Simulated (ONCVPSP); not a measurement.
**What one change does to a pseudopotential (Gd (Z = 64), ONCV)**

```
Element                 : Gd
Generator               : ONCVPSP 4.0.1
Type                    : optimised norm-conserving Vanderbilt (ONCV)
Functional              : LDA (Perdew-Wang 92)
Relativity              : scalar-relativistic
Frozen core             : [Kr] 4d10 4f7
Valence charge          : 11
Reference configuration : 5s2 5p6 5d1 6s1.75 (charge +0.25)
Partial waves           : 5s+6s: rc 2.15 bohr, ncon 5, nbas 9, qcut 5.8 1/bohr, 3 projectors, debl 1.8 Ha; 5p: rc 1.80 bohr, ncon 3, nbas 8, qcut 4.3 1/bohr, 2 projectors, debl 1.6 Ha; 5d: rc 2.15 bohr, ncon 5, nbas 9, qcut 4.4 1/bohr, 2 projectors, debl 3.2 Ha
Local potential         : polynomial inside 1.45 bohr (lpopt 5, dvloc0 0 Ha)
Core correction         : none
```

Change: all radii scaled by about 0.77 (s 1.66, p 1.40, d 1.66 bohr); local potential polynomial inside 1.12 bohr (lpopt 5, dvloc0 0 Ha).

Cutoffs: the cutoffs (Ha) at which the residual kinetic energy of the hardest occupied pseudo-wave falls to 1 and 0.1 mHa per electron; they do not see the model core or the augmentation charge, which bear on the density cutoff. Errors are all-electron minus pseudo energies relative to the spin-unpolarised reference configuration.

Q: What does the change do?

A: The potential gets harder (13 Ha and 63 Ha → 99 Ha and 154 Ha); the lowest positive-energy flag moves from s at 187.5 eV to s at 7.8 eV; of the 4 tests that both files solve, the error grows in 1 and shrinks in 1 by more than 15 % and 0.3 meV (median size 1.2 → 0.8 meV); neither file shows a bound ghost. A smaller radius makes the pseudo-wave follow the all-electron one further in, where it bends more sharply, so more plane waves are needed.

| quantity | base | changed |
| --- | --- | --- |
| cutoff, loose | 13 Ha | 99 Ha |
| cutoff, tight | 63 Ha | 154 Ha |
| loose cutoff by channel | s 13 Ha, p 7.3 Ha, d 8.2 Ha | s 18 Ha, p 99 Ha, d 8.5 Ha |
| bound ghosts | none | none |
| GHOST(+) flags under 300 eV | s at 187.5 eV | s at 7.8 eV, p at 154.8 eV |
| error for 5s2 5p6 5d1 6s2, meV [ΔE -1.22 eV] | +0.4 | +0.4 |
| error for 5s2 5p6 5d1 6s1, meV [ΔE 5.63 eV] | -0.6 | -0.4 |
| error for 5s2 5p6 5d1 6s0, meV [ΔE 18.00 eV] | +5.2 | +6.3 |
| error for 5s2 5p6 5d1 6s0 6p2, meV [ΔE 4.87 eV] | +1.9 | +1.1 |
